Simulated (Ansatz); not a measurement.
One geometry of the cluster Sn2Te3, several levels of theory.

```yaml
crystal:
  periodic: [false, false, false]
  atoms:
    - {symbol: Sn, position_ang: [0.677906, -2.189161, 0.227457]}
    - {symbol: Sn, position_ang: [0.706641, 1.446794, -0.743519]}
    - {symbol: Te, position_ang: [1.880464, -0.102298, 1.431588]}
    - {symbol: Te, position_ang: [-1.358453, -0.656382, -1.265462]}
    - {symbol: Te, position_ang: [-1.906558, 1.501048, 0.349936]}
basis:
  gaussian: {orbitals: def2-SVP, initial_orbitals: start.molden}
hamiltonian: {xc: pbe, dispersion: d4}
scf: {omitted_lower_state_checks: [starts]}
output: {orbitals: {seedname: orbitals}}
```

The file start.molden holds the orbitals of an earlier run on this structure, at another level or in another basis.

```sh
$ ansatz run in.yaml --threads 4 --pin off --events-out ev --progress --plain --max-ram 4787MiB
```

Output, abridged:

```
Functional definition: PBE
1542 factors; their error is unknown
mean field evaluation 1: about -33546.8911 eV, gradient 4.6e1 eV
mean field evaluation 2: about -33547.3009 eV, gradient 8.5e-1 eV
mean field evaluation 4: about -33547.3007 eV, gradient 7.3e-2 eV
mean field -33547.30075650 eV, -1232.8405636243 hartree, gradient 2.1e-5 eV, S^2 0.000000; 0 other end points of the search recorded, 0 dependent functions left out
reference -33547.30079029 eV, -1232.8405648661 hartree; 58, 58 occupied and 72, 72 virtual orbitals, 1542 factors
Total energy: -33547.79270706 eV, -1232.8586424739 hartree
Checks for a lower state left out: starts
```

Run time 1.8 s (4 threads of Arm Neoverse V2 on a shared host).

First input, but with `gaussian: {orbitals: def2-TZVP, initial_orbitals: start.molden}`, `hamiltonian: {xc: {name: r2SCAN0}, dispersion: d4}` (abridged; 14 s):

```
Functional definition: r2SCAN0
mean field -33557.84697759 eV, -1233.2281301008 hartree, gradient 1.0e-5 eV, S^2 0.000000
Total energy: -33557.97131305 eV, -1233.2326993445 hartree
Checks for a lower state left out: starts
```

First input, but with `gaussian: {orbitals: STO-3G}`, `hamiltonian: {xc: hf}` (abridged; 4.7 s):

```
Functional definition: HF
mean field -859014.75028028 eV, -31568.2098116898 hartree, gradient 3.9e-5 eV, S^2 0.000000
Total energy: -859014.75028028 eV, -31568.2098116898 hartree
Checks for a lower state left out: starts
```

First input, but with `gaussian: {orbitals: def2-TZVP, initial_orbitals: start.molden}`, `hamiltonian: {xc: lda}` (abridged; 2.4 s):

```
Functional definition: SPW92
mean field -33500.03929097 eV, -1231.1037368011 hartree, gradient 8.7e-6 eV, S^2 0.000000
Total energy: -33500.03932825 eV, -1231.1037381709 hartree
Checks for a lower state left out: starts
```

Geometry: PBE0-D4/def2-SVP.

In the def2 sets Sn, Te take a core potential, while STO-3G treats all electrons; there is no spin–orbit coupling. Another isomer (singlet) lies 0.42 eV lower at PBE0-D4/def2-TZVP; other spin states weren't run for this one.
